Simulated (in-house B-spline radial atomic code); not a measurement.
A fraction x of an electron is moved 4d → 5d in Sn, starting from [Kr] 4d10 5s2 5p2 and keeping the highest spin. Method: scalar-relativistic (X2C) PW91, spin-polarised, spherical fractional occupations, Fermi nucleus of rms radius 4.6519 fm. Calculated with an all-electron radial atomic-structure program (B-spline basis).

```json
{"x": "0", "E(x) - E(0) (eV)": "0.0000", "4d down level (eV)": "-25.620", "5d up level (eV)": "-"}
{"x": "0.125", "E(x) - E(0) (eV)": "3.2776", "4d down level (eV)": "-27.002", "5d up level (eV)": "-0.190"}
{"x": "0.25", "E(x) - E(0) (eV)": "6.7053", "4d down level (eV)": "-28.322", "5d up level (eV)": "-0.298"}
{"x": "0.375", "E(x) - E(0) (eV)": "10.2814", "4d down level (eV)": "-29.564", "5d up level (eV)": "-0.383"}
{"x": "0.5", "E(x) - E(0) (eV)": "13.9975", "4d down level (eV)": "-30.719", "5d up level (eV)": "-0.453"}
{"x": "0.625", "E(x) - E(0) (eV)": "?", "4d down level (eV)": "?", "5d up level (eV)": "?"}
{"x": "0.75", "E(x) - E(0) (eV)": "?", "4d down level (eV)": "?", "5d up level (eV)": "?"}
{"x": "0.875", "E(x) - E(0) (eV)": "25.9097", "4d down level (eV)": "-33.855", "5d up level (eV)": "-0.644"}
{"x": "1", "E(x) - E(0) (eV)": "30.1193", "4d down level (eV)": "-34.851", "5d up level (eV)": "-0.713"}
```

**Question.** What belongs in the row x = 0.625?

**Answer.** An energy change of 17.8451 eV; 4d down at -31.802 eV, 5d up at -0.516 eV.

**Question.** What belongs in the row x = 0.75?

**Answer.** An energy change of 21.8173 eV; 4d down at -32.841 eV, 5d up at -0.578 eV.

**Question.** Check Janak's theorem between x = 0.125 and 0.25.

**Answer.** The slope of the energy is 27.42 eV; the orbital levels give 27.42 eV (ε of the receiving orbital less ε of the emptying one, averaged over the two points).
